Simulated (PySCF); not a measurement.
GeI₄ (SMILES [I][Ge]([I])([I])[I]), singlet, at a GFN2-xTB geometry (core potentials on I); DF-HF/def2-SVP (PySCF).

PySCF was given this input:
```python
from pyscf import gto, scf

mol = gto.M(
    atom='''
I 
Ge 1 2.560905
I  2 2.560905 1 109.471221
I  2 2.560905 3 109.471221 1 120.000000
I  2 2.560905 3 109.471221 1 -120.000000
''',
    basis='def2-svp',
    ecp={'I': 'def2-svp'},
    charge=0,
    spin=0,
    verbose=5,
)

mf = scf.RHF(mol)
mf = mf.density_fit(auxbasis='def2-universal-jkfit')
mf.kernel()
```

Question: What does PySCF print? Leave out banner, timings and long lists.

Answer: 
```
PySCF version 2.14.0

[INPUT] verbose = 5
[INPUT] max_memory = 4000
[INPUT] num. atoms = 5
[INPUT] num. electrons = 132
[INPUT] charge = 0
[INPUT] spin (= nelec alpha-beta = 2S) = 0
[INPUT] symmetry False subgroup None
[INPUT] Mole.unit = angstrom
[INPUT] Symbol           X                Y                Z      unit          X                Y                Z       unit  Magmom
[...]
[INPUT] ---------------- BASIS SET ----------------
[INPUT] l, kappa, [nprim/nctr], expnt,             c_1 c_2 ...
[INPUT] Ge
[...]
                                14097.497528      0.010910795654
                                3207.5477309      0.054183705943
                                905.76727269      0.18922820349
                                295.11014693      0.38612847001
                                101.84713141      0.30164050736
[...]
                                23.405292522      0.64616007369
                                9.6839116702      0.44188904568
[...]
                                2.896462216       0.73017169398
                                1.2553621412      0.46197222255
[...]
                                297.15626382      0.067986841689
                                94.353387522      0.26853856488
                                34.176329677      0.53659649219
                                12.816139615      0.35633514961
[...]
                                2.7717363939      0.56809365264
                                1.1458418175      0.27246539884
[...]
                                21.310849759      0.14536816132
                                7.3464792363      0.37134209859
                                2.5656271395      0.48002998436
[...]
[INPUT] I
[...]
                                23.336842412      -0.14989397324
                                19.583446104      0.36436474913
                                8.5112089186      -0.75538138199
                                2.1996161861      0.82816359356
                                1.0668970454      0.4216104811
[...]
                                1.7625986449      0.35271525193
[...]
                                10.558754576      -0.3837037278
                                1.5015895485      0.83554174719
                                0.64597173095     0.16787259488
[...]
                                15.616239482      -0.0050768108881
                                4.5266002139      0.29151065356
                                2.0529808766      0.51145783605
                                0.87640281623     0.31232025297
[...]
nuclear repulsion = 1135.75780468846
number of shells = 52
number of NR pGTOs = 318
number of NR cGTOs = 136
basis = def2-svp
ecp = {'I': 'def2-svp'}

******** <class 'pyscf.df.df_jk.DFRHF'> ********
method = DFRHF
initial guess = minao
damping factor = 0
level_shift factor = 0
DIIS = <class 'pyscf.scf.diis.CDIIS'>
diis_start_cycle = 1
diis_space = 8
diis_damp = 0
SCF conv_tol = 1e-09
SCF conv_tol_grad = None
SCF max_cycles = 50
direct_scf = False
Set gradient conv threshold to 3.16228e-05
Initial guess from minao.
Density of valence part of ANO basis will be used as initial guess for I
******** <class 'pyscf.df.df.DF'> ********
auxbasis = def2-universal-jkfit
num shells = 244, num cGTOs = 1138
size of aux basis 1138
int3c2e [1/1], AO [0:52], nrow = 9316
E1 = -6840.6471993690375  E2 = 2573.437363504995  Ecoul = 2719.010097134914  Exc = -145.57273362991873
init E= -3131.45203117558
cond(S) = 510.31557319133935
[...]
  mo_energy =
[-4.06541581e+02 -5.34720520e+01 -4.75720787e+01 -4.75720787e+01
 -4.75720787e+01 -1.04013522e+01 -1.04012726e+01 -1.04012726e+01
 -1.04012726e+01 -8.55041851e+00 -8.23034831e+00 -8.23034831e+00
 -8.23034831e+00 -8.23030849e+00 -8.22612812e+00 -8.22612812e+00
 -8.22612812e+00 -8.22609015e+00 -8.22609015e+00 -8.22609015e+00
 -8.22605720e+00 -8.22605720e+00 -6.51769804e+00 -6.51769804e+00
 -6.51769804e+00 -4.89920300e+00 -4.89920300e+00 -4.89920300e+00
 -4.89876693e+00 -4.89696837e+00 -4.89696837e+00 -4.89696837e+00
 -4.89670890e+00 -4.89670890e+00 -4.89601593e+00 -4.89601593e+00
 -4.89601593e+00 -4.89281100e+00 -4.89281100e+00 -4.89281100e+00
 -4.89279566e+00 -4.89279566e+00 -4.89278667e+00 -4.89278667e+00
 -4.89278667e+00 -2.99079551e+00 -2.99079551e+00 -2.99079551e+00
 -2.98769650e+00 -2.98769650e+00 -2.66603211e+00 -2.58168237e+00
 -2.58168237e+00 -2.58168237e+00 -2.14920171e+00 -1.94909173e+00
 -1.94909173e+00 -1.94909173e+00 -1.88354969e+00 -1.88354969e+00
 -1.87309958e+00 -1.87309958e+00 -1.87309958e+00 -1.85710708e+00
 -1.85710708e+00 -1.85710708e+00 -1.59951074e+00 -1.31839542e+00
 -1.31839542e+00 -1.31839542e+00 -1.02869078e+00 -1.02869078e+00
 -1.00487593e+00 -9.96166571e-01 -9.96166571e-01 -9.96166571e-01
 -8.96222054e-01 -8.96222054e-01 -8.96222054e-01 -8.78650233e-01
 -8.78650232e-01 -8.78650232e-01 -8.70554429e-01 -8.70554429e-01
 -8.64377270e-01 -8.64377269e-01 -8.64377269e-01 -8.42328217e-01
 -8.42328216e-01 -8.42328216e-01 -7.61437685e-01 -7.32366963e-01
 -7.32366963e-01 -7.32366963e-01 -7.29321951e-01 -7.29321951e-01
 -7.10847259e-01 -7.10847258e-01 -7.10847258e-01 -6.57268304e-01
 -6.17139384e-01 -6.17139384e-01 -6.17139384e-01 -5.63591526e-01
 -5.63591526e-01 -5.63591524e-01 -5.08994019e-01 -5.08994019e-01
 -4.52390497e-01 -4.52390497e-01 -4.52390496e-01 -3.53986384e-01
 -2.30184489e-01 -2.30184489e-01 -2.30184489e-01  1.49264351e+00
  1.49264351e+00  1.62790708e+00  1.62790708e+00  1.62790708e+00
  1.59324162e+01  1.59324162e+01  1.59605870e+01  1.59605870e+01
  1.59605870e+01  1.60275730e+01  1.60873014e+01  1.60873014e+01
  1.60873014e+01  1.62992603e+01  1.62992603e+01  1.62992603e+01
  5.25575353e+01  5.25575353e+01  5.25575353e+01  5.26572480e+01]
E1 = -7277.389961559646  E2 = 2882.882659676631  Ecoul = 3049.0924400539475  Exc = -166.2097803773163
cycle= 1 E= -3258.74949719455  delta_E= -127  |g|= 4.11  |ddm|= 15.1
[...]
  mo_energy =
[-4.05667415e+02 -5.25656534e+01 -4.66708021e+01 -4.66708021e+01
[...]
  5.27184337e-01  5.27184337e-01  5.32198359e-01  5.32198359e-01
  5.32198359e-01  5.52017208e-01  5.52017208e-01  5.52017208e-01
  5.65033588e-01  5.65033588e-01  5.65033588e-01  5.95990835e-01
  5.95990835e-01  5.95990835e-01  6.06809610e-01  6.06809610e-01
  6.06809610e-01  6.09130818e-01  6.09130818e-01  6.18697709e-01
  6.79978036e-01  6.79978036e-01  6.79978038e-01  8.02694333e-01
  8.02694334e-01  8.02694334e-01  8.67204509e-01  8.67204509e-01
  8.67204513e-01  8.75166273e-01  8.75166273e-01  9.93370762e-01
  1.11617717e+00  1.11617717e+00  1.11617717e+00  2.75574777e+00
  2.75574777e+00  2.89003139e+00  2.89003139e+00  2.89003139e+00
  1.90917092e+01  1.90917092e+01  1.91184645e+01  1.91184645e+01
  1.91184645e+01  1.91817314e+01  1.92472840e+01  1.92472840e+01
  1.92472840e+01  1.94604857e+01  1.94604857e+01  1.94604857e+01
  5.65097694e+01  5.65097694e+01  5.65097694e+01  5.66103748e+01]
E1 = -7231.791009226003  E2 = 2834.1597856794624  Ecoul = 2996.504862186452  Exc = -162.3450765069897
cycle= 9 E= -3261.87341885808  delta_E= -6.07e-09  |g|= 2.64e-05  |ddm|= 0.000259
[...]
  mo_energy =
[-4.05324213e+02 -5.22493310e+01 -4.63502098e+01 -4.63502098e+01
 -4.63502098e+01 -7.75700134e+00 -7.75700134e+00 -7.75700134e+00
 -7.75699827e+00 -7.30638977e+00 -5.61265546e+00 -5.61265546e+00
 -5.61265546e+00 -5.61265136e+00 -5.60151415e+00 -5.60151415e+00
 -5.60151415e+00 -5.60151216e+00 -5.60151216e+00 -5.60151103e+00
 -5.60151103e+00 -5.60151103e+00 -5.28325435e+00 -5.28325435e+00
 -5.28325435e+00 -2.30763104e+00 -2.30763104e+00 -2.30763104e+00
 -2.30760555e+00 -2.30306636e+00 -2.30306636e+00 -2.30306636e+00
 -2.30305753e+00 -2.30305753e+00 -2.30304099e+00 -2.30304099e+00
 -2.30304099e+00 -2.29163154e+00 -2.29163154e+00 -2.29163154e+00
 -2.29162540e+00 -2.29162540e+00 -2.29161841e+00 -2.29161841e+00
 -2.29161841e+00 -1.75640713e+00 -1.75640713e+00 -1.75640713e+00
 -1.75464074e+00 -1.75464074e+00 -9.55743905e-01 -9.05149736e-01
 -9.05149736e-01 -9.05149736e-01 -6.60703047e-01 -4.77729695e-01
 -4.77729695e-01 -4.77729695e-01 -4.10209129e-01 -4.10209129e-01
 -3.91772034e-01 -3.91772033e-01 -3.91772033e-01 -3.79125377e-01
 -3.79125377e-01 -3.79125377e-01 -2.59966670e-02  7.70355964e-02
  7.70355964e-02  7.70355977e-02  2.87582128e-01  3.53735433e-01
  3.53735433e-01  3.53735433e-01  3.60976759e-01  3.60976759e-01
  4.37182918e-01  4.37182919e-01  4.37182919e-01  5.11631605e-01
  5.27184125e-01  5.27184125e-01  5.32198457e-01  5.32198458e-01
  5.32198458e-01  5.52017017e-01  5.52017017e-01  5.52017018e-01
  5.65033223e-01  5.65033223e-01  5.65033223e-01  5.95990500e-01
  5.95990500e-01  5.95990500e-01  6.06809690e-01  6.06809690e-01
  6.06809690e-01  6.09130392e-01  6.09130392e-01  6.18698048e-01
  6.79977939e-01  6.79977939e-01  6.79977941e-01  8.02694365e-01
  8.02694365e-01  8.02694365e-01  8.67204528e-01  8.67204528e-01
  8.67204532e-01  8.75166570e-01  8.75166570e-01  9.93370339e-01
  1.11617756e+00  1.11617756e+00  1.11617756e+00  2.75575495e+00
  2.75575495e+00  2.89003850e+00  2.89003850e+00  2.89003850e+00
  1.90917105e+01  1.90917105e+01  1.91184657e+01  1.91184657e+01
  1.91184657e+01  1.91817322e+01  1.92472853e+01  1.92472853e+01
  1.92472853e+01  1.94604864e+01  1.94604864e+01  1.94604864e+01
  5.65097709e+01  5.65097709e+01  5.65097709e+01  5.66103763e+01]
E1 = -7231.791070350319  E2 = 2834.1598468033235  Ecoul = 2996.504913696457  Exc = -162.34506689313366
cycle= 10 E= -3261.87341885853  delta_E= -4.56e-10  |g|= 2.56e-06  |ddm|= 9.94e-05
[...]
  mo_energy =
[-4.05324216e+02 -5.22493331e+01 -4.63502119e+01 -4.63502119e+01
 -4.63502119e+01 -7.75700086e+00 -7.75700086e+00 -7.75700086e+00
 -7.75699780e+00 -7.30639143e+00 -5.61265504e+00 -5.61265504e+00
 -5.61265504e+00 -5.61265094e+00 -5.60151367e+00 -5.60151367e+00
 -5.60151367e+00 -5.60151168e+00 -5.60151168e+00 -5.60151055e+00
 -5.60151055e+00 -5.60151055e+00 -5.28325595e+00 -5.28325595e+00
 -5.28325595e+00 -2.30763066e+00 -2.30763066e+00 -2.30763066e+00
 -2.30760516e+00 -2.30306594e+00 -2.30306594e+00 -2.30306594e+00
 -2.30305711e+00 -2.30305711e+00 -2.30304057e+00 -2.30304057e+00
 -2.30304057e+00 -2.29163105e+00 -2.29163105e+00 -2.29163105e+00
 -2.29162492e+00 -2.29162492e+00 -2.29161792e+00 -2.29161792e+00
 -2.29161792e+00 -1.75640866e+00 -1.75640866e+00 -1.75640866e+00
 -1.75464230e+00 -1.75464230e+00 -9.55743826e-01 -9.05149516e-01
 -9.05149515e-01 -9.05149515e-01 -6.60703312e-01 -4.77729601e-01
 -4.77729600e-01 -4.77729600e-01 -4.10209019e-01 -4.10209019e-01
 -3.91771896e-01 -3.91771896e-01 -3.91771896e-01 -3.79125268e-01
 -3.79125268e-01 -3.79125267e-01 -2.59970385e-02  7.70353815e-02
  7.70353815e-02  7.70353828e-02  2.87582141e-01  3.53735374e-01
  3.53735375e-01  3.53735375e-01  3.60976633e-01  3.60976633e-01
  4.37183050e-01  4.37183051e-01  4.37183051e-01  5.11631729e-01
  5.27184267e-01  5.27184267e-01  5.32198543e-01  5.32198543e-01
  5.32198543e-01  5.52017155e-01  5.52017155e-01  5.52017156e-01
  5.65033353e-01  5.65033353e-01  5.65033354e-01  5.95990719e-01
  5.95990719e-01  5.95990720e-01  6.06809701e-01  6.06809702e-01
  6.06809702e-01  6.09130598e-01  6.09130598e-01  6.18698017e-01
  6.79978064e-01  6.79978064e-01  6.79978067e-01  8.02694282e-01
  8.02694282e-01  8.02694282e-01  8.67204550e-01  8.67204550e-01
  8.67204554e-01  8.75166447e-01  8.75166447e-01  9.93370391e-01
  1.11617746e+00  1.11617746e+00  1.11617746e+00  2.75575391e+00
  2.75575391e+00  2.89003749e+00  2.89003749e+00  2.89003749e+00
  1.90917109e+01  1.90917109e+01  1.91184661e+01  1.91184661e+01
  1.91184661e+01  1.91817325e+01  1.92472857e+01  1.92472857e+01
  1.92472857e+01  1.94604868e+01  1.94604868e+01  1.94604868e+01
  5.65097713e+01  5.65097713e+01  5.65097713e+01  5.66103767e+01]
E1 = -7231.791099844362  E2 = 2834.1598762973767  Ecoul = 2996.5049434459083  Exc = -162.3450671485316
Extra cycle  E= -3261.87341885852  delta_E= 1.09e-11  |g|= 1.35e-06  |ddm|= 6.77e-06
converged SCF energy = -3261.87341885852
```
